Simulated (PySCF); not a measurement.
Point-charge models of `C=C(F)C#CC=O` against its computed dipole.

Coordinates (GFN2-xTB, Å) and charges (e) from the PBE0/pcSseg-1 density (PySCF):

```json
{"atom": "C1", "x": "-2.252", "y": "0.456", "z": "-0.079", "Mulliken": "-0.1647", "IAO": "-0.3170", "Hirshfeld": "-0.0833", "ESP-fitted": "-0.5733"}
{"atom": "C2", "x": "-1.309", "y": "-0.480", "z": "-0.052", "Mulliken": "+0.1611", "IAO": "+0.2799", "Hirshfeld": "+0.0995", "ESP-fitted": "+0.4780"}
{"atom": "F3", "x": "-1.643", "y": "-1.781", "z": "0.096", "Mulliken": "-0.2615", "IAO": "-0.2619", "Hirshfeld": "-0.0791", "ESP-fitted": "-0.1926"}
{"atom": "C4", "x": "0.076", "y": "-0.240", "z": "-0.169", "Mulliken": "+0.0431", "IAO": "-0.0133", "Hirshfeld": "-0.0209", "ESP-fitted": "-0.2132"}
{"atom": "C5", "x": "1.274", "y": "-0.106", "z": "-0.263", "Mulliken": "-0.0905", "IAO": "-0.0600", "Hirshfeld": "-0.0291", "ESP-fitted": "-0.0499"}
{"atom": "C6", "x": "2.678", "y": "0.114", "z": "-0.380", "Mulliken": "+0.2258", "IAO": "+0.2391", "Hirshfeld": "+0.1313", "ESP-fitted": "+0.4516"}
{"atom": "O7", "x": "3.207", "y": "1.186", "z": "-0.510", "Mulliken": "-0.3260", "IAO": "-0.3589", "Hirshfeld": "-0.2089", "ESP-fitted": "-0.4115"}
{"atom": "H8", "x": "-3.290", "y": "0.195", "z": "0.016", "Mulliken": "+0.1472", "IAO": "+0.1823", "Hirshfeld": "+0.0668", "ESP-fitted": "+0.2383"}
{"atom": "H9", "x": "-1.989", "y": "1.490", "z": "-0.197", "Mulliken": "+0.1580", "IAO": "+0.1860", "Hirshfeld": "+0.0688", "ESP-fitted": "+0.2511"}
{"atom": "H10", "x": "3.256", "y": "-0.830", "z": "-0.337", "Mulliken": "+0.1076", "IAO": "+0.1239", "Hirshfeld": "+0.0549", "ESP-fitted": "+0.0216"}
```

What dipole does each set of charges give (1 e·Å = 4.803 D), and what does the density give?

The full density gives (-2.04, -0.60, 0.18) D, 2.14 D in size; dipole vectors point from the negative to the positive end.

| scheme | μx | μy | μz | size (D) | share of the full size (%) | angle to the full dipole (°) |
| --- | --- | --- | --- | --- | --- | --- |
| Mulliken | -1.98 | 0.61 | 0.06 | 2.07 | 97 | 34 |
| IAO | -1.81 | 0.04 | 0.10 | 1.81 | 85 | 18 |
| Hirshfeld | -1.67 | -0.48 | 0.15 | 1.74 | 81 | 0 |
| ESP-fitted | -2.02 | -0.60 | 0.18 | 2.12 | 99 | 0 |

Which set comes closest?

Length of the difference vector: ESP-fitted 0.02 D, Hirshfeld 0.40 D, IAO 0.69 D, Mulliken 1.22 D. Closest: ESP-fitted. The schemes that divide the density aren't constrained to reproduce the dipole.

What is left for the Hirshfeld atoms' own dipoles?

The shares of the density sum to the whole, so what Σ q r misses lies in dipoles about the nuclei. The atomic dipoles sum to (-2.04, -0.60, 0.18) − (-1.67, -0.48, 0.15) = (-0.37, -0.12, 0.03) D, 0.40 D in size.

With the origin at the mean of the coordinates, (0.001, 0.000, -0.188) Å, which are the largest single terms, by size, of the ESP-fitted dipole along the direction of the full one?

O7 +6.77, C6 -5.66, C1 -5.60, H8 +3.56, C2 +3.21 D; all 10 atoms together +2.12 D. The single terms depend on the origin, their sum doesn't.

Give the size of the full dipole in other units.

2.14 D = 0.841 au = 0.445 e·Å = 7.13 × 10⁻³⁰ C·m.

Geometry: GFN2-xTB; no solvent, vibrations or thermal averaging.
